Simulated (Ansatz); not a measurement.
Correlation energies of F2H4OSi2, SMILES `F[SiH2]O[SiH2]F` by basis set

```xyz
9

F    -2.399    0.350    0.919
Si   -0.853    0.647    1.152
O     0.010   -0.364    0.223
Si    0.854   -0.694   -1.122
F     2.405   -0.547   -0.795
H    -0.547    0.373    2.568
H    -0.605    2.050    0.754
H     0.604   -2.095   -1.512
H     0.530    0.281   -2.186
```

Charge 0, multiplicity 1. Geometry: relaxed with PBE0-D4/def2-TZVP. It is one conformer, not always the lowest. Frozen core, restricted reference, Ansatz. CBS rows extrapolate triple and quadruple zeta; past MP2 they add the triple-zeta difference.

```json
{"basis": "def2-TZVPP", "HF (Eh)": "-854.33412", "MP2 corr.": "-0.96979", "CCSD corr.": "-0.99846", "(T)": "-0.02963", "CCSD(T) total": "-855.36221"}
{"basis": "def2-QZVPP", "HF (Eh)": "-854.36749", "MP2 corr.": "-1.05728", "CCSD corr.": "–", "(T)": "–", "CCSD(T) total": "–"}
{"basis": "CBS(def2)", "HF (Eh)": "-854.37209", "MP2 corr.": "-1.12208", "CCSD corr.": "-1.15075", "(T)": "as TZ", "CCSD(T) total": "-855.55247"}
```
